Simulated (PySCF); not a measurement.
Spinor energies of Br (bromine, neutral)

Start: [Ar] 3d10 4s1 4p6; 4s1/2 filled at m_j = +1/2. Calculated with PySCF 2.14 in x2c-SVPall-2c with one added diffuse shell each of s, p, d type (6s7p4d, 47 functions): generalised Hartree-Fock with the X2C-1e Hamiltonian and a Gaussian nucleus; one run each with spin-orbit coupling (SO) switched off, then screened by Boettger's factors. This is a chosen level, not necessarily the ground level.

| spinor shell | electrons | ε, spin-free (eV) | ε, screened SO (eV) | weight of nominal j (screened SO) | rms radius, screened SO (bohr) |
| --- | --- | --- | --- | --- | --- |
| 1s1/2 | 2 | -13554.9 | -13554.7 | 1.000 | 0.0493 |
| 2s1/2 | 2 | -1827.1 | -1827.0 | 1.000 | 0.205 |
| 2p1/2 | 2 | -1607.2 | -1639.8 | 1.000 | 0.181 |
| 2p3/2 | 4 | -1607.2 | -1591.4 | 1.000 | 0.184 |
| 3s1/2 | 2 | -279.45 | -279.44 | 1.000 | 0.589 |
| 3p1/2 | 2 | -207.72 | -212.73 | 0.999 | 0.600 |
| 3p3/2 | 4 | -207.72 | -205.30 | 0.999 | 0.610 |
| 3d3/2 | 4 | -88.217 | -88.914 | 0.986 | 0.649 |
| 3d5/2 | 6 | -88.217 | -87.743 | 0.991 | 0.652 |
| 4s1/2 | 1 | -31.020 | -31.019 | 1.000 | 1.79 |
| 4p1/2 | 2 | -12.554 | -12.759 | 0.660 | 2.27 |
| 4p3/2 | 4 | -12.554 | -12.459 | 0.830 | 2.30 |

```
   quantity    spin-free  screened SO
E (hartree)  -2603.37954  -2603.49679
        M_J          1/2          1/2
       ⟨J²⟩        0.781        0.781
       ⟨L²⟩        0.000        0.005
       ⟨S²⟩        0.781        0.785
```

Each row is a mean over spinors that exchange with the open shell spreads, by up to 3.605 eV (4p3/2).

Rows whose weight is well below 1 are mixtures of j = l ± 1/2: exchange outweighs spin-orbit coupling there, and the label is only the starting occupation.

Without spin-orbit coupling the j labels of p, d and f shells carry no meaning; the spin-free column gives the mean over the occupied spinors of each nl shell, and its ⟨J²⟩ belongs to a mixture of degenerate components.
